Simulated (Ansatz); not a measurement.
The same redistribution along the group O, S, Te.

Calculated with Ansatz (gas phase, PBE0-D4/def2-TZVP geometries, no zero-point term in ΔE). CCSD(T)/CBS adds triple-zeta CCSD(T) − MP2 to the extrapolated MP2 energy (def2 sets, frozen cores). def2 core potentials past Kr. For Ge, Te outer-core shells are correlated without core-valence functions, which leaves a few kJ/mol of doubt a bond. Scalar relativity is left out up to krypton. One conformer a species, not always the lowest.

Q: Order these by ΔE at CCSD(T)/CBS, lowest first. (An estimate is asked.)
A. `SB1N[SiH2]1` + `F[CH2][GeH3]` → `FCB1N[SiH2]1` + `[SH][GeH3]`
B. `[TeH]B1N[SiH2]1` + `F[CH2][GeH3]` → `FCB1N[SiH2]1` + `[GeH3][TeH]`
C. `OB1N[SiH2]1` + `F[CH2][GeH3]` → `FCB1N[SiH2]1` + `[OH][GeH3]`

A: B (-7.1 kcal/mol), A (-0.4 kcal/mol), C (+13.2 kcal/mol).

Largest T1 diagnostic: 0.014, for `SB1N[SiH2]1`.
